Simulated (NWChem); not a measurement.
System: CH$_{4}$AlO cation; SMILES [Al+]([CH3])[OH]

NWChem input:

```
start job
memory heap 200 mb stack 900 mb global 1100 mb
charge 1
geometry units angstroms noautosym nocenter noautoz
  Al     0.016923    -0.075713    -0.004261
  C      0.017306     1.827232    -0.008863
  H     -0.202604     2.196143     1.005840
  H     -0.752550     2.193394    -0.706599
  H      1.005275     2.196537    -0.327175
  O      0.011221    -1.686301     0.003458
  H      0.022634    -2.642439     0.001508
end
basis spherical
  * library 6-311g**
end
dft
  xc bhlyp
  iterations 150
end
tddft
  cis
  ecut -9.0
  nroots 6
  notriplet
end
task tddft energy
```

Parts of the log:

```
             Northwest Computational Chemistry Package (NWChem) 7.3.0
             --------------------------------------------------------

                             Geometry "geometry" -> ""
                             -------------------------

 Output coordinates in angstroms (scale by  1.889725989 to convert to a.u.)

  No.       Tag          Charge          X              Y              Z
 ---- ---------------- ---------- -------------- -------------- --------------
    1 Al                  13.0000     0.01692300    -0.07571300    -0.00426100
    2 C                    6.0000     0.01730600     1.82723200    -0.00886300
    3 H                    1.0000    -0.20260400     2.19614300     1.00584000
    4 H                    1.0000    -0.75255000     2.19339400    -0.70659900
    5 H                    1.0000     1.00527500     2.19653700    -0.32717500
    6 O                    8.0000     0.01122100    -1.68630100     0.00345800
    7 H                    1.0000     0.02263400    -2.64243900     0.00150800

 Effective nuclear repulsion energy (a.u.)      92.1815307350

                                 NWChem DFT Module
                                 -----------------

 Summary of "ao basis" -> "ao basis" (spherical)
 ------------------------------------------------------------------------------
       Tag                 Description            Shells   Functions and Types
 ---------------- ------------------------------  ------  ---------------------
 Al                         6-311g**                12       26   6s5p1d
 C                          6-311g**                 8       18   4s3p1d
 H                          6-311g**                 4        6   3s1p
 O                          6-311g**                 8       18   4s3p1d

            General Information
            -------------------
          SCF calculation type: DFT
          Wavefunction type:  closed shell.
          No. of atoms     :     7
          No. of electrons :    30
           Alpha electrons :    15
            Beta electrons :    15
          Charge           :     1
          Spin multiplicity:     1
          Use of symmetry is: off; symmetry adaption is: off
          Maximum number of iterations: 150
          AO basis - number of functions:    86
                     number of shells:    44
          Convergence on energy requested:  1.00D-06
          Convergence on density requested:  1.00D-05
          Convergence on gradient requested:  5.00D-04

[...]

                                NWChem TDDFT Module
                                -------------------

            General Information
            -------------------
           No. of orbitals :     172
            Alpha orbitals :      86
             Beta orbitals :      86
        Alpha frozen cores :       0
         Beta frozen cores :       0
     Alpha frozen virtuals :       0
      Beta frozen virtuals :       0
         Spin multiplicity :       1
    Number of AO functions :      86
        Use of symmetry is : off
      Symmetry adaption is : off
         Schwarz screening :  0.10D-07

              XC Information
              --------------
                 BHLYP Method XC Functional
              Hartree-Fock (Exact) Exchange   0.50
                 Slater Exchange Functional   0.50 local
             Becke 1988 Exchange Functional   0.50 non-local
       Lee-Yang-Parr Correlation Functional   1.00

             TDDFT Information
             -----------------
          Calculation type : Tamm-Dancoff TDDFT
         Wavefunction type : Restricted singlets
          No. of electrons :      30
           Alpha electrons :      15
            Beta electrons :      15
              No. of roots :       6
          Max subspacesize :    5200
            Max iterations :     100
               Target root :       1
           Target symmetry : none
             Energy Cutoff :-0.90D+01
      Symmetry restriction : off
                 Algorithm : Optimal
        Davidson threshold :  0.10D-03

    6 smallest eigenvalue differences (eV)
--------------------------------------------------------
  No. Spin  Occ  Vir  Irrep   E(Occ)    E(Vir)   E(Diff)
--------------------------------------------------------
    1    1    3   16 a       -10.791    -0.234   287.287
    2    1    3   17 a       -10.791    -0.190   288.484
    3    1    3   18 a       -10.791    -0.189   288.486
    4    1    3   19 a       -10.791    -0.097   291.014
    5    1    3   20 a       -10.791    -0.051   292.244
    6    1    3   21 a       -10.791    -0.051   292.245
--------------------------------------------------------

  Entering Davidson iterations
  Restricted singlet excited states

  Iter   NTrls   NConv    DeltaV     DeltaE      Time
  ----  ------  ------  ---------  ---------  ---------
    1      6       0     0.11E+00   0.10+100       13.6
    2     12       0     0.32E-01   0.54E-01       14.4
    3     18       0     0.76E-02   0.19E-02       13.8
    4     24       2     0.43E-03   0.17E-04       13.2
    5     28       5     0.14E-03   0.14E-06       11.8
    6     29       6     0.65E-04   0.37E-08        8.9
  ----  ------  ------  ---------  ---------  ---------
  Convergence criterion met

  Ground state a        -357.918248526259 a.u.

  ----------------------------------------------------------------------------
  Root   1 singlet a             10.380792953 a.u.              282.4759 eV
  ----------------------------------------------------------------------------
     Transition Moments    X -0.00008   Y  0.07100   Z -0.00009
     Dipole Oscillator Strength                    0.0348870176
     Electric Quadrupole                           0.0004792895
     Magnetic Dipole                               0.0000000723
     Total Oscillator Strength                     0.0353663794

[...]
```

Level: BHandHLYP/6-311G** (spherical d), restricted-window TDA. All runs use the structure optimised with PBE0/def2-SVP. The quadrupole and magnetic terms of the printed total strengths depend on the origin.
